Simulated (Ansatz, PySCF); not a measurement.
System: chloro(difluoro)borane, sum formula BClF2 (charge 0, singlet). 
Coordinates optimised at B3LYP-D3(BJ)/def2-TZVP (Ansatz, a first-principles code):
SMILES: FB(F)Cl
```xyz
4

B     -0.4412     0.0339    -0.0011
F     -1.1933    -1.0444    -0.0026
F     -1.0198     1.2144    -0.0028
Cl     1.3014    -0.1000     0.0032
```
Charge 0, spin multiplicity 1.

Quantity: vertical ionisation energy (to the doublet state of charge +1; each state is the SCF solution reached for its spin), in eV. Correlated levels leave the core frozen unless marked. Open shells are spin-unrestricted. No spin-orbit coupling. Non-relativistic. CBS(X,Y): correlation extrapolated as X^-3; Hartree-Fock from the larger set.

```json
[
 {"level": "B2PLYP/def2-TZVPD", "program": "Ansatz", "vertical ionisation energy (eV)": "12.82"},
 {"level": "MP2/aug-cc-pV(D+d)Z", "program": "Ansatz", "vertical ionisation energy (eV)": "12.86"},
 {"level": "SCS-MP2/aug-cc-pV(T+d)Z", "program": "Ansatz", "vertical ionisation energy (eV)": "12.91"},
 {"level": "CCSD/aug-cc-pV(D+d)Z", "program": "Ansatz", "vertical ionisation energy (eV)": "12.71"},
 {"level": "CCSD(T)/aug-cc-pV(T+d)Z", "program": "Ansatz", "vertical ionisation energy (eV)": "12.87"},
 {"level": "CCSD(T)/aug-cc-pV(Q+d)Z", "program": "Ansatz", "vertical ionisation energy (eV)": "12.97"},
 {"level": "CCSD(T)/CBS(aug-cc-pV(T+d)Z,aug-cc-pV(Q+d)Z)", "program": "Ansatz", "vertical ionisation energy (eV)": "13.05"}
]
```

For comparison, minus the highest occupied orbital energy (PySCF): 11.38 eV at M06-2X/def2-TZVPD.
